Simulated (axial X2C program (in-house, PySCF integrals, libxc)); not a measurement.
**Which molecule gave these maps?**

PBE0 fields computed with an axial X2C code built on PySCF integrals, two-component, near the equilibrium distance, one atom at z = 0.

The maps cover the half plane through the axis: z from -2.4 to 4.8 Å along the bond, ρ from 0.15 to 2.25 Å away from it (steps of 0.3 Å, the bottom row nearest the axis).

log10 of the density in e/bohr³:

digits 0 to 9 span -4.32 to 1.44 evenly
```
0001112222222222222222211
0011222333322233333322211
0112233333333333333333221
1122344444443334444433222
1223445555544444444443322
1233455666554444554443322
1234456777655456765444332
1234556898655557986544332
```

Electron localisation function (collinear form, no current term, damped to 0 at low density):

digits 0 to 9 span 0.00 to 1.00 evenly
```
0000011111000024677765310
0000123433100125788876420
0001345665421136899987531
0013567777642136899998742
0124678888763234578998752
0135788656775320002899863
0135784131477402750399863
0136772727177308583189874
```

Axial spin density in 10⁻³ e/bohr³:

digits 0 to 9 span -1.66 to 1.66 evenly, values beyond are clipped
```
5555555555444321111223344
5554444555443210000012344
5544444455543100000012344
5544444445543000000002344
5544443334543000000013444
5554442114553100000034555
5555443234554312544787655
5555555405555555017999765
```

Question: Which molecule is it?
A. AlBr⁻
B. RuF⁺
C. GaH⁻
D. BeS⁺

Answer: A. AlBr⁻, with Br at z = 0 and Al at z = 2.482 Å, state Ω = 1/2 (⟨Sz⟩ = -0.50, ⟨Lz⟩ = 1.00 at PBE0), basis Br dyall-acv3z [9s10p7d5f1g], Al dyall-av3z [9s9p3d2f] (cores contracted in-house). The state is one determinant whose occupation by symmetry is held fixed; it was picked as the lowest of a PBE0 search that is not exhaustive. Density functionals use the spin component along the axis (collinear). The highest occupied level is positive at some bond lengths even in Hartree–Fock (under at least one Hamiltonian), so the basis set holds the extra electron there; where that holds at Re the anion is at best weakly bound and its constants depend on the basis. Without a current term, density functionals place determinants with orbital angular momentum somewhat too high.
